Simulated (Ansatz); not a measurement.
`C[CH2][AlH][Br]` + CH₃OH → `C[O][AlH][Br]` + ethane  (ligand exchange at the Al–C bond)

Gas-phase electronic energies from Ansatz, PBE0-D4/def2-TZVP geometries. CCSD(T)/CBS is the MP2 limit (def2-TZVPP, def2-QZVPP) plus CCSD(T) − MP2 in def2-TZVPP, frozen cores. This one scheme is used for every species. DFT in def2-TZVPP. B3LYP here is the variant with VWN-RPA as its local correlation; programs differ in this. For Br outer-core shells are correlated without core-valence functions, which leaves a few kJ/mol of doubt a bond. Scalar relativity is left out up to krypton. One conformer a species, not always the lowest.

CCSD(T)/CBS gives -149.8 kJ/mol.

(1) Another level gave -151.9 kJ/mol. Which?
A. PBE-D4/def2-TZVPP
B. HF/def2-TZVPP
C. CCSD(T)/def2-TZVPP
D. B3LYP/def2-TZVPP

(2) What do rigid-rotor, harmonic-oscillator terms from PBE0-D4/def2-TZVP frequencies (298.15 K, 1 bar) make of the CCSD(T)/CBS value? (Best estimate.)

Largest T1 diagnostic among the species: 0.010.

## Answers

(1) C. CCSD(T)/def2-TZVPP -151.9, B3LYP -157.0, PBE-D4 -141.5, HF/def2-TZVPP -165.6 kJ/mol.

(2) The calculation gave: ΔZPE = +3.3 kJ/mol, ΔH = -147.1 kJ/mol, ΔS = -19 J/(mol·K), ΔG = -141.4 kJ/mol. Modes under 50 cm⁻¹ make the entropy rough.

In def2-TZVPP, CCSD(T) changes the Hartree–Fock value by +13.7 kJ/mol (the triples alone add +1.8 kJ/mol) and MP2 by +11.2 kJ/mol. Leaving LDA and LC-ωPBE aside and taking each functional with its dispersion term where it has one, the values, not all of them listed here, spread over 17.9 kJ/mol, from BHLYP-D4 to revPBE-D4.
